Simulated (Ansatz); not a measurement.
The cluster Si4Ni3. Charge 0, multiplicity 1. Geometry r2SCAN-D4/def2-SVP; atoms count from 1.

Cartesian coordinates in Å:
```
Ni -2.1044 0.3102 0.5035
Ni 1.6523 1.9344 -0.1132
Ni 1.2892 -2.0395 0.8160
Si 1.7735 -0.0476 0.4909
Si -0.5050 -1.1608 0.2227
Si -1.8168 -0.2054 -1.5888
Si -0.2888 1.2087 -0.3310
```

The restricted singlet is unstable towards broken spin symmetry in Hartree–Fock (as tested in another run); at PBE0-D4/def2-TZVP this wasn't settled. No other spin state of charge 0 was run. Another isomer (triplet) lies 0.92 eV lower at PBE0-D4/def2-TZVP; other spin states weren't run for this one.

Estimate the Mulliken populations from the PBE0/def2-TZVP orbitals of Ansatz.


```json
{"atom": "Ni1", "charge (e)": "0.08", "d electrons": "9.13"}
{"atom": "Ni2", "charge (e)": "0.08", "d electrons": "9.17"}
{"atom": "Ni3", "charge (e)": "0.08", "d electrons": "9.17"}
{"atom": "Si4", "charge (e)": "-0.05", "d electrons": "–"}
{"atom": "Si5", "charge (e)": "-0.05", "d electrons": "–"}
{"atom": "Si6", "charge (e)": "-0.08", "d electrons": "–"}
{"atom": "Si7", "charge (e)": "-0.05", "d electrons": "–"}
```
Mulliken values and Mayer orders depend strongly on the basis.

And the Mayer bond orders between bonded heavy atoms (over 0.3)?

Ni1–Si5 0.75 (2.19 Å); Ni1–Si6 0.92 (2.17 Å); Ni1–Si7 0.75 (2.19 Å); Ni2–Si4 1.12 (2.08 Å); Ni2–Si7 0.96 (2.08 Å); Ni3–Si4 1.12 (2.08 Å); Ni3–Si5 0.96 (2.08 Å); Si4–Si5 0.55 (2.55 Å); Si4–Si7 0.55 (2.55 Å); Si5–Si6 0.82 (2.43 Å); Si5–Si7 0.67 (2.44 Å); Si6–Si7 0.82 (2.43 Å).
